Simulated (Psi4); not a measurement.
Complex: H2O (SMILES O) (first 3 atoms) with CO2 (SMILES O=C=O); geometry from B3LYP-D3(BJ)/def2-TZVP, rigid monomers moved along the line of their centres of mass till O1···C5 is 4.97 Å.
(charge 0, multiplicity 1):
| atom | x (Å) | y (Å) | z (Å) |
|---|---|---|---|
| O | 0.3605 | -0.0378 | 0.3901 |
| H | -0.0691 | 0.5933 | -0.1960 |
| H | 0.4022 | -0.8664 | -0.0979 |
| O | 0.2118 | -1.0431 | 5.4105 |
| C | -0.1358 | 0.0607 | 5.3341 |
| O | -0.4909 | 1.1643 | 5.3042 |

The numbers are results of SAPT0/jun-cc-pV(D+d)Z run with Psi4, not measurements.

Which attractive term is largest, and how does the interaction split up?

electrostatics -0.46, exchange 0.00, induction -0.01, dispersion -0.03, total -0.50 kcal/mol; the largest attraction is electrostatics.
